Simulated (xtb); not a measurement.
Job for xtb: GFN2-xTB on CH5FS (a complex), monomers drawn apart or pushed together.

```
$ xtb mol.xyz --gfn 2 --sp --chrg 0 --uhf 0
8

F      0.31125763     0.51762906    -0.58608291
H      0.47660562     0.05954985     0.22383835
C      0.31140547     0.90685165     4.52178082
S      0.70877768    -0.80067364     4.01392844
H     -0.05576194     0.92777391     5.54469800
H      1.24583744     1.46146941     4.46469677
H     -0.40818562     1.35369628     3.84079272
H     -0.53827469    -1.29606486     4.08109668
```

Program output:

```
[...]
           -------------------------------------------------
          |                Calculation Setup                |
           -------------------------------------------------



molecular fragmentation (1/2 indicates fragments):
11222222
# atoms in fragment 1/2:     2     6
 fragment masses (1/2) :       20.01       48.11
CMA distance (Bohr)    :   9.052
constraining FC (au)   :  0.0500

           -------------------------------------------------
          |                 G F N 2 - x T B                 |
           -------------------------------------------------

        Reference                      10.1021/acs.jctc.8b01176
      * Hamiltonian:
        H0-scaling (s, p, d)           1.850000    2.230000    2.230000
        zeta-weighting                 0.500000
      * Dispersion:
        s8                             2.700000
        a1                             0.520000
        a2                             5.000000
        s9                             5.000000
      * Repulsion:
        kExp                           1.500000    1.000000
        rExp                           1.000000
      * Coulomb:
        alpha                          2.000000
        third order                    shell-resolved
        anisotropic                    true
        a3                             3.000000
        a5                             4.000000
        cn-shift                       1.200000
        cn-exp                         4.000000
        max-rad                        5.000000


          ...................................................
          :                      SETUP                      :
          :.................................................:
          :  # basis functions                  23          :
          :  # atomic orbitals                  22          :
          :  # shells                           12          :
          :  # electrons                        22          :
          :  max. iterations                   250          :
          :  Hamiltonian                  GFN2-xTB          :
          :  restarted?                      false          :
          :  GBSA solvation                  false          :
          :  PC potential                    false          :
          :  electronic temp.          300.0000000     K    :
          :  accuracy                    1.0000000          :
          :  -> integral cutoff          0.2500000E+02      :
          :  -> integral neglect         0.1000000E-07      :
          :  -> SCF convergence          0.1000000E-05 Eh   :
          :  -> wf. convergence          0.1000000E-03 e    :
          :  Broyden damping             0.4000000          :
          :  net charge                          0          :
          :  unpaired electrons                  0          :
          ...................................................

 iter      E             dE          RMSdq      gap      omega  full diag
   1    -12.7084881 -0.127085E+02  0.469E+00    5.32       0.0  T
   2    -12.7192073 -0.107192E-01  0.260E+00    4.87       1.0  T
   3    -12.7201175 -0.910176E-03  0.801E-01    4.66       1.0  T
   4    -12.7205809 -0.463423E-03  0.404E-01    4.60       1.0  T
   5    -12.7205990 -0.180967E-04  0.788E-02    4.59       1.0  T
   6    -12.7205990 -0.885139E-08  0.176E-02    4.60       2.0  T
   7    -12.7205997 -0.644574E-06  0.732E-03    4.60       4.8  T
   8    -12.7205997 -0.873633E-08  0.133E-03    4.60      26.5  T
   9    -12.7205997 -0.219615E-09  0.454E-04    4.60      78.0  T
  10    -12.7205997 -0.469985E-09  0.145E-04    4.60     244.3  T

   *** convergence criteria satisfied after 10 iterations ***

         #    Occupation            Energy/Eh            Energy/eV
      -------------------------------------------------------------
         1        2.0000           -0.7866561             -21.4060
       ...           ...                  ...                  ...
         5        2.0000           -0.5274251             -14.3520
         6        2.0000           -0.5152822             -14.0215
         7        2.0000           -0.4927416             -13.4082
         8        2.0000           -0.4873198             -13.2606
         9        2.0000           -0.4872933             -13.2599
        10        2.0000           -0.4715324             -12.8310
        11        2.0000           -0.3828953             -10.4191 (HOMO)
        12                         -0.2140142              -5.8236 (LUMO)
        13                         -0.1353155              -3.6821
        14                         -0.0214146              -0.5827
        15                         -0.0196801              -0.5355
        16                         -0.0030146              -0.0820
       ...                                ...                  ...
        22                          0.4989752              13.5778
      -------------------------------------------------------------
                  HL-Gap            0.1688811 Eh            4.5955 eV
             Fermi-level           -0.2984547 Eh           -8.1214 eV

 SCC (total)                   0 d,  0 h,  0 min,  0.007 sec
 SCC setup                      ...        0 min,  0.000 sec (  2.249%)
 Dispersion                     ...        0 min,  0.000 sec (  1.278%)
 classical contributions        ...        0 min,  0.000 sec (  0.549%)
 integral evaluation            ...        0 min,  0.001 sec ( 14.491%)
 iterations                     ...        0 min,  0.004 sec ( 54.994%)
 molecular gradient             ...        0 min,  0.002 sec ( 23.542%)
 printout                       ...        0 min,  0.000 sec (  2.563%)

         :::::::::::::::::::::::::::::::::::::::::::::::::::::
         ::                     SUMMARY                     ::
         :::::::::::::::::::::::::::::::::::::::::::::::::::::
         :: total energy             -12.636020721632 Eh    ::
         :: gradient norm              0.017396989556 Eh/a0 ::
         :: HOMO-LUMO gap              4.595489833076 eV    ::
         ::.................................................::
         :: SCC energy               -12.720595714726 Eh    ::
         :: -> isotropic ES            0.024030528731 Eh    ::
         :: -> anisotropic ES          0.003055832837 Eh    ::
         :: -> anisotropic XC          0.004737161197 Eh    ::
         :: -> dispersion             -0.002073108621 Eh    ::
         :: repulsion energy           0.084574993094 Eh    ::
         :: add. restraining           0.000000000000 Eh    ::
         :: total charge               0.000000000000 e     ::
         :::::::::::::::::::::::::::::::::::::::::::::::::::::

           -------------------------------------------------
          |                Property Printout                |
           -------------------------------------------------

    * Orbital Energies and Occupations

         #    Occupation            Energy/Eh            Energy/eV
      -------------------------------------------------------------
         1        2.0000           -0.7866561             -21.4060
         2        2.0000           -0.7241395             -19.7048
         3        2.0000           -0.6180053             -16.8168
         4        2.0000           -0.5450560             -14.8317
         5        2.0000           -0.5274251             -14.3520
         6        2.0000           -0.5152822             -14.0215
         7        2.0000           -0.4927416             -13.4082
         8        2.0000           -0.4873198             -13.2606
         9        2.0000           -0.4872933             -13.2599
        10        2.0000           -0.4715324             -12.8310
Note: The following floating-point exceptions are signalling: IEEE_UNDERFLOW_FLAG IEEE_DENORMAL
normal termination of xtb
        11        2.0000           -0.3828953             -10.4191 (HOMO)
        12                         -0.2140142              -5.8236 (LUMO)
        13                         -0.1353155              -3.6821
        14                         -0.0214146              -0.5827
        15                         -0.0196801              -0.5355
        16                         -0.0030146              -0.0820
        17                          0.0956820               2.6036
        18                          0.1220046               3.3199
        19                          0.1911071               5.2003
        20                          0.2116928               5.7605
        21                          0.2150176               5.8509
        22                          0.4989752              13.5778
      -------------------------------------------------------------
                  HL-Gap            0.1688811 Eh            4.5955 eV
             Fermi-level           -0.2984547 Eh           -8.1214 eV

     #   Z          covCN         q      C6AA      α(0)
     1   9 F        0.740    -0.391    13.420     4.327
     2   1 H        0.740     0.391     0.513     1.131
     3   6 C        3.743    -0.045    21.459     6.609
     4  16 S        1.891    -0.282   153.214    20.833
     5   1 H        0.925     0.055     2.263     2.353
     6   1 H        0.925     0.062     2.181     2.309
     7   1 H        0.925     0.055     2.263     2.352
     8   1 H        0.922     0.156     1.351     1.818

 Mol. C6AA /au·bohr⁶  :        721.124679
 Mol. C8AA /au·bohr⁸  :      21889.691358
 Mol. α(0) /au        :         41.731870


Wiberg/Mayer (AO) data.
largest (>0.10) Wiberg bond orders for each atom

 ---------------------------------------------------------------------------
     #   Z sym  total        # sym  WBO       # sym  WBO       # sym  WBO
 ---------------------------------------------------------------------------
     1   9 F    0.847 --     2 H    0.847
     2   1 H    0.847 --     1 F    0.847
     3   6 C    3.975 --     4 S    1.016     5 H    0.986     7 H    0.986
                             6 H    0.983
     4  16 S    2.011 --     3 C    1.016     8 H    0.965
     5   1 H    0.997 --     3 C    0.986
     6   1 H    0.996 --     3 C    0.983
     7   1 H    0.997 --     3 C    0.986
     8   1 H    0.976 --     4 S    0.965
 ---------------------------------------------------------------------------

Topologies differ in total number of bonds
Writing topology from bond orders to xtbtopo.mol

molecular dipole:
                 x           y           z       tot (Debye)
 q only:       -0.343       0.033       0.768
   full:       -0.473       0.107       1.187       3.258
molecular quadrupole (traceless):
                xx          xy          yy          xz          yz          zz
 q only:       -1.506       1.516      -0.626      -4.581       5.269       2.132
  q+dip:       -2.021       2.624      -2.985      -6.070       7.525       5.005
   full:       -1.950       2.659      -2.267      -6.222       7.946       4.217


           -------------------------------------------------
          | TOTAL ENERGY              -12.636020721632 Eh   |
          | GRADIENT NORM               0.017396989556 Eh/α |
          | HOMO-LUMO GAP               4.595489833076 eV   |
           -------------------------------------------------

------------------------------------------------------------------------
------------------------------------------------------------------------
 total:
 SCF:
```

The run finished.

Cost: about 0.07 core-seconds (a rough figure).
